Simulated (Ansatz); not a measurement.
`CCB(F)S` + HCl → `CCB(F)Cl` + H₂S at 700 K and 1 bar (ligand exchange at a B–S bond).

Program: Ansatz. Geometries: PBE0-D4/def2-TZVP. ΔE: electronic, gas phase. CBS: MP2 limit from def2 TZ/QZ plus the TZ coupled-cluster correction, frozen cores. This one scheme is used for every species. Each species was taken in one conformer, which may not be the lowest.

```
   species  CCSD(T)/CBS energy (Eh)  H − E (kJ/mol)  S (J/(mol·K))
 `CCB(F)S`               -602.17930           291.8          457.1
       HCl               -460.38127            38.4          211.8
`CCB(F)Cl`               -663.59538           262.2          439.2
       H₂S               -398.97279            64.8          236.9
```

H − E and S are ideal-gas, rigid-rotor, harmonic terms from PBE0-D4/def2-TZVP, for one conformer and one mirror image of each species. 1 Eh = 2625.50 kJ/mol, R = 8.31446 J/(mol·K).

**Question.** By hand: ΔE, ΔH, ΔS and ΔG.

**Answer.** ΔE = (-663.59538) + (-398.97279) − (-602.17930) − (-460.38127) = -0.00760 Eh = -20.0 kJ/mol. Δ(H − E) = 262.2 + 64.8 − 291.8 − 38.4 = -3.2, so ΔH = -23.2 kJ/mol. ΔS = 439.2 + 236.9 − 457.1 − 211.8 = 7.2 J/(mol·K). ΔG = -23.2 − 700 × (7.2)/1000 = -28.2 kJ/mol.

**Question.** By hand: the equilibrium constant, and the temperature at which ΔG would vanish if ΔH and ΔS stayed fixed.

**Answer.** log₁₀ K = −ΔG/(RT ln 10) = 2.1. ΔH and −TΔS have one sign here, so there is no such temperature.

The number of gas molecules stays the same, so ΔS is small and ΔH decides. A doubt of 5 kJ/mol in ΔE shifts log₁₀ K by 0.4 here. Other conformers and mirror images would add mixing entropy, several J/(mol·K) or more a flexible species. Modes under 60 cm⁻¹, often nearly free rotors, make the harmonic entropy too high. These are equilibria of isolated gas molecules and say nothing of rates. Largest T1 diagnostic: 0.012 (customary marks: 0.02 for closed shells, 0.045 for open ones).

ΔS is within the doubt of such terms, so its sign, and with it that verdict, could turn.
